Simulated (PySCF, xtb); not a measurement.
C2H8F2Si2, SMILES FC(F)C([SiH3])[SiH3].

GFN2-xTB run with xtb at its own geometry gives an orbital gap of 5.46 eV and a dipole moment of 2.48 D.

Geometry: B3LYP-D3(BJ)/def2-SVP. This is a generated structure with no PubChem entry under its InChIKey; it may be hypothetical. One conformer was computed; it need not be the lowest.

Q: What does M06-2X/def2-TZVP run with PySCF give? (An estimate is asked for; the answer gives what the named calculation found.)

A: gap 10.94 eV (levels -10.03 and 0.91 eV), dipole 2.04 D.
